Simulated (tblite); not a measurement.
Species: C4H5F3OS.
Atom-mapped SMILES: `[CH3:1][C:2](=[S:3])[O:4][CH2:5][C:6]([F:7])([F:8])[F:9]` (hydrogens: H10, H11, H12 on C1; H13, H14 on C5)

Computed with GFN2-xTB (tblite), gas phase: L-BFGS steps from a force-field or distance-geometry start until the largest atomic force falls under 0.01 eV/Å.

The end geometry, which sets the zero of energy:
```
atom  x, y, z in Å
C1      2.4019   -0.3728    0.6334
C2      1.3021    0.3490   -0.0634
S3      1.5226    1.6094   -1.0647
O4      0.0947   -0.1458    0.2348
C5     -1.0270    0.4653   -0.3563
C6     -2.2501   -0.3647    0.0169
F7     -2.1480   -1.6292   -0.3977
F8     -3.3549    0.1449   -0.5431
F9     -2.4589   -0.3962    1.3351
H10     2.2136   -1.4446    0.6190
H11     2.4386   -0.0548    1.6761
H12     3.3539   -0.1458    0.1631
H13    -1.1605    1.4900    0.0142
H14    -0.9286    0.4948   -1.4496
```

Question: These geometries come from the run, each turned onto the end geometry. Order them by energy, lowest first.
A.
```
atom  x, y, z in Å
C1      2.3870   -0.3618    0.6551
C2      1.3067    0.3353   -0.0947
S3      1.5528    1.5196   -1.1786
O4      0.0917   -0.1110    0.2454
C5     -1.0323    0.4882   -0.3533
C6     -2.2378   -0.3696    0.0152
F7     -2.1588   -1.5939   -0.5123
F8     -3.3729    0.1785   -0.4354
F9     -2.3676   -0.5133    1.3356
H10     2.2001   -1.4333    0.6624
H11     2.3893   -0.0199    1.6903
H12     3.3539   -0.1488    0.2122
H13    -1.1828    1.5089    0.0216
H14    -0.9300    0.5206   -1.4457
```
B.
```
atom  x, y, z in Å
C1      2.4555   -0.2618    0.7178
C2      1.3428    0.2375   -0.1690
S3      1.6186    1.3363   -1.3368
O4      0.1224   -0.3158    0.0654
C5     -1.0432    0.3910   -0.3335
C6     -2.3378   -0.3754   -0.0084
F7     -2.4117   -1.5747   -0.6203
F8     -3.3409    0.4501   -0.4447
F9     -2.4207   -0.6020    1.3239
H10     2.3626   -1.3473    0.7733
H11     2.3845    0.1230    1.7528
H12     3.4057    0.0081    0.2344
H13    -1.0898    1.3106    0.2776
H14    -1.0486    0.6198   -1.4147
```
C.
```
atom  x, y, z in Å
C1      2.4312   -0.3164    0.6676
C2      1.3257    0.2241   -0.1754
S3      1.5315    1.3827   -1.2965
O4      0.1233   -0.2640    0.1672
C5     -1.0176    0.4168   -0.3142
C6     -2.2925   -0.3647   -0.0008
F7     -2.3633   -1.5345   -0.6325
F8     -3.3543    0.3573   -0.3893
F9     -2.4424   -0.6013    1.3029
H10     2.3631   -1.3967    0.7752
H11     2.3198    0.1322    1.6577
H12     3.3966   -0.0189    0.2649
H13    -1.0829    1.3914    0.1838
H14    -0.9389    0.5914   -1.3930
```
D.
```
atom  x, y, z in Å
C1      2.4420   -0.2739    0.7048
C2      1.3342    0.2390   -0.1642
S3      1.6116    1.3372   -1.3304
O4      0.1360   -0.3122    0.0734
C5     -1.0333    0.3968   -0.3344
C6     -2.3148   -0.3738   -0.0100
F7     -2.4227   -1.5430   -0.6100
F8     -3.3272    0.4113   -0.4212
F9     -2.4373   -0.5957    1.2911
H10     2.3668   -1.3449    0.7745
H11     2.3853    0.1206    1.7318
H12     3.3956    0.0066    0.2487
H13    -1.0919    1.3101    0.2663
H14    -1.0449    0.6214   -1.4025
```
E.
```
atom  x, y, z in Å
C1      2.4023   -0.3472    0.6644
C2      1.3059    0.3198   -0.0902
S3      1.5460    1.4422   -1.2403
O4      0.0913   -0.0950    0.2912
C5     -1.0301    0.4787   -0.3368
C6     -2.2497   -0.3693    0.0073
F7     -2.2309   -1.5594   -0.5984
F8     -3.3699    0.2518   -0.3853
F9     -2.3631   -0.5948    1.3169
H10     2.2420   -1.4237    0.6887
H11     2.3986    0.0085    1.6947
H12     3.3608   -0.1128    0.2110
H13    -1.2022    1.5022    0.0218
H14    -0.9017    0.4984   -1.4273
```

Answer: A (0.004 eV), E (0.008 eV), C (0.061 eV), D (0.176 eV), B (0.299 eV).

In the order of the answer:

| step | E above end (eV) | largest force (eV/Å) | rms force component (eV/Å) | rms distance from end (Å) | rms bond change (Å) | bond most changed (Å) |
| --- | --- | --- | --- | --- | --- | --- |
| 51 | 0.004 | 0.05 | 0.013 | 0.078 | 0.001 | C1–H12 -0.001 |
| 36 | 0.008 | 0.03 | 0.012 | 0.127 | 0.001 | C6–F9 -0.001 |
| 10 | 0.061 | 0.21 | 0.074 | 0.202 | 0.003 | O4–C5 +0.006 |
| 2 | 0.176 | 0.77 | 0.248 | 0.235 | 0.010 | O4–C5 +0.019 |
| 1 | 0.299 | 1.42 | 0.392 | 0.241 | 0.016 | C6–F8 +0.031 |

What follows is the cost of the whole relaxation. Time: 0.35 s wall. Hardware: Arm Neoverse V2, one thread, no GPU, shared host with 96 logical CPUs at a one-minute load of 31.
